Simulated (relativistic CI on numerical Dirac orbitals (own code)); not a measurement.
## Line list: Electric-dipole lines, W XXXIII

These numbers are calculated, not measured: Dirac-Coulomb-Breit CI, KLI orbitals optimised for each configuration, model QED (radiative potential, 1s self-energy scaled to tabulated hydrogen-like ionisation energies), unscaled Slater integrals (own radial code, finite nucleus).

Configurations in the expansion (outside the closed core [Ar] 3d10): 4s²4p⁶4d⁶, 4s²4p⁵4d⁷, 4s²4p⁶4d⁵4f, 4s4p⁶4d⁷, 4s²4p⁵4d⁶4f, 4s4p⁶4d⁶4f, 4s²4p⁶4d⁵5s, 4s²4p⁶4d⁴4f5s, 4s²4p⁶4d⁵5d, 4s²4p⁶4d⁵6s, 4s4p⁶4d⁶5s, 4p⁶4d⁸, 4p⁵4d⁹, 4p⁵4d⁸4f, 4s²4p⁶4d⁴5s², 4s²4p⁶4d³4f5s², 4s²4p⁵4d⁴4f5s², 4s4p⁶4d⁴4f5s². Double excitations out of closed p, d and f shells are left out; levels of such configurations are missing from the list, as are those of other unlisted configurations, and high levels can miss mixing partners.

```tsv
λ vac (Å)	Lower	Upper	A (s⁻¹)	log gf	S velocity/length
48.710	4s²4p⁶4d⁶ ⁵D4 [1]	4s²4p⁶4d⁵4f ³D°3 [387]	7.40e+10	-0.73	0.97
48.978	4s²4p⁶4d⁶ ³P2 [2]	4s²4p⁶4d⁵4f ³F°2 [396]	1.46e+11	-0.58	0.76
49.123	4s²4p⁶4d⁶ ⁵D4 [1]	4s²4p⁶4d⁵4f ³F°4 [372]	9.93e+10	-0.49	0.77
49.229	4s²4p⁶4d⁶ ⁵D4 [1]	4s²4p⁶4d⁵4f ³F°4 [368]	2.76e+12	0.96	0.77
49.278	4s²4p⁶4d⁶ ⁵D4 [1]	4s²4p⁶4d⁵4f ³G°5 [365]	1.55e+11	-0.21	0.78
49.313	4s²4p⁶4d⁶ ³P2 [2]	4s²4p⁶4d⁵4f ³D°3 [387]	3.30e+12	0.93	0.78
49.321	4s²4p⁶4d⁶ ⁵D4 [1]	4s²4p⁶4d⁵4f ³G°5 [362]	2.98e+12	1.08	0.79
49.334	4s²4p⁶4d⁶ ³P2 [2]	4s²4p⁶4d⁵4f ³P°1 [386]	2.70e+12	0.47	0.75
49.482	4s²4p⁶4d⁶ ⁵D4 [1]	4s²4p⁶4d⁵4f ³G°5 [357]	3.67e+11	0.17	0.79
49.491	4s²4p⁶4d⁶ ³P2 [2]	4s²4p⁶4d⁵4f ³D°2 [380]	3.34e+12	0.79	0.75
49.599	4s²4p⁶4d⁶ ⁵D4 [1]	4s²4p⁶4d⁵4f ³G°5 [353]	2.08e+11	-0.07	0.79
49.619	4s²4p⁶4d⁶ ⁵D4 [1]	4s²4p⁶4d⁵4f ³G°4 [352]	1.09e+12	0.56	0.77
49.665	4s²4p⁶4d⁶ ⁵D4 [1]	4s²4p⁶4d⁵4f ⁵P°3 [351]	2.90e+12	0.88	0.72
49.675	4s²4p⁶4d⁶ ³P2 [2]	4s²4p⁶4d⁵4f ³D°1 [373]	6.76e+11	-0.12	0.75
49.764	4s²4p⁶4d⁶ ³P2 [2]	4s²4p⁶4d⁵4f ³D°1 [370]	2.80e+11	-0.51	0.74
49.848	4s²4p⁶4d⁶ ⁵D4 [1]	4s²4p⁶4d⁵4f ³F°3 [345]	3.43e+11	-0.05	0.73
49.897	4s²4p⁶4d⁶ ⁵D4 [1]	4s²4p⁶4d⁵4f ³F°3 [344]	4.09e+11	0.03	0.73
50.032	4s²4p⁶4d⁶ ³P2 [2]	4s²4p⁶4d⁵4f ³D°1 [361]	3.76e+11	-0.37	0.75
50.141	4s²4p⁶4d⁶ ³P2 [2]	4s²4p⁶4d⁵4f ³F°3 [356]	3.92e+11	0.01	0.77
52.435	4s²4p⁶4d⁶ ⁵D3 [4]	4s²4p⁶4d⁵4f ³F°3 [356]	1.29e+11	-0.43	0.76
56.091	4s²4p⁶4d⁶ ³F4 [18]	4s²4p⁶4d⁵4f ³D°3 [388]	2.06e+11	-0.17	0.64
56.333	4s²4p⁶4d⁶ ⁵D3 [4]	4s²4p⁶4d⁵4f ³H°4 [244]	5.98e+10	-0.59	0.74
56.766	4s²4p⁶4d⁶ ³G3 [22]	4s²4p⁶4d⁵4f ³F°2 [396]	3.58e+11	-0.06	0.63
56.855	4s²4p⁶4d⁶ ³G5 [7]	4s²4p⁶4d⁵4f ³G°5 [260]	8.16e+10	-0.36	0.63
56.855	4s²4p⁶4d⁶ ³H6 [8]	4s²4p⁶4d⁵4f ³G°5 [260]	1.73e+11	-0.03	0.58
58.011	4s²4p⁶4d⁶ ¹I6 [21]	4s²4p⁶4d⁵4f ³G°5 [357]	1.44e+11	-0.10	0.65
58.172	4s²4p⁶4d⁶ ¹I6 [21]	4s²4p⁶4d⁵4f ³G°5 [353]	1.18e+11	-0.18	0.63
65.965	4s²4p⁶4d⁶ ⁵D4 [1]	4s²4p⁵4d⁷ ³D°3 [43]	6.12e+10	-0.55	1.43
66.993	4s²4p⁶4d⁶ ³H6 [8]	4s²4p⁵4d⁷ ³H°6 [71]	4.20e+10	-0.43	1.31
67.383	4s²4p⁶4d⁶ ⁵D4 [1]	4s²4p⁵4d⁷ ³F°4 [40]	4.24e+10	-0.59	0.99
```

Terms are leading LS components. Brackets give the number of a level in order of energy, since labels repeat. The list gives strong lines, with weight on those to low levels, among the lowest 400 of 8057 levels, so that lines to higher ones, which can be the strongest, are missing. Levels whose partners in the same complex of configurations lie outside the list can be far off, and so can their lines. Rates are taken at the computed energies, electric ones in the length gauge. A velocity-to-length ratio far from 1 marks an uncertain rate.

At this charge energies of transitions that change n are usually good to better than 1 %, and those within a shell (Δn = 0) to a few per cent. Terms inside the open d or f shell come out 10 to 20 % too wide with unscaled integrals.

LS names give the leading component of a level, which can be under half, so a name can repeat, a term be missing and a line seem to break the LS rules.
